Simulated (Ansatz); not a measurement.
`F[CH]1[O][GeH2]1` → C• + F• + Ge• + 3 H• + O•  (atomization)

Isolated molecules relaxed with PBE0-D4/def2-TZVP in Ansatz; ΔE leaves out vibrations. CCSD(T)/CBS adds triple-zeta CCSD(T) − MP2 to the extrapolated MP2 energy (def2 sets, frozen cores). This one scheme is used for every species, atoms too. Functionals use def2-TZVPP. Open shells (•) are unrestricted, without spin–orbit coupling. Spin–orbit coupling would lower the free atoms: a little for C, F, O; clearly for Ge. For Ge outer-core shells are correlated without core-valence functions, so the limit isn't a true one: a few kJ/mol of doubt a bond, and 10 to 20 or more in all where bonds break to atoms. Scalar relativity is left out up to krypton.

`F[CH]1[O][GeH2]1`:

Cartesian coordinates in Å:
```
F 1.417 -1.301 -0.539
C 0.179 -0.928 -0.122
O 0.144 -0.386 1.126
Ge -0.297 0.936 -0.116
H -0.525 -1.736 -0.332
H -1.723 1.425 0.129
H 0.805 1.990 -0.146
```

| level | ΔE (kJ/mol) |
| --- | --- |
| B2PLYP | 2300.2 |
| r2SCAN | 2353.3 |
| CCSD/def2-SVP | 2131.8 |
| SCS-MP2/def2-QZVPP | 2348.4 |

Q: What does CCSD(T)/CBS give? (An estimate is asked.)

A: The calculation gave: +2340.8 kJ/mol. The listed levels differ from it by -40.6, 12.5, -209.0, 7.6 kJ/mol.

Largest T1 diagnostic among the species: 0.015.

Leaving LDA and LC-ωPBE aside and taking each functional with its dispersion term where it has one, the values, not all of them listed here, spread over 230.2 kJ/mol, from BHLYP-D4 to PBE-D4. LDA lies +398.6 kJ/mol from PBE without D4, its usual overbinding. At CCSD(T), def2-SVP lies −170.0 kJ/mol from the extrapolated value and def2-TZVPP −67.3 kJ/mol: correlation converges slowly with the basis, and small sets miss more of it in the bonded molecule than in its fragments.

For atomizations the MP2-based limit and the directly extrapolated one differ by several kJ/mol either way, and by 10 to 25 for some Ge, Se and Sn compounds, so smaller differences from it don't rank the levels.
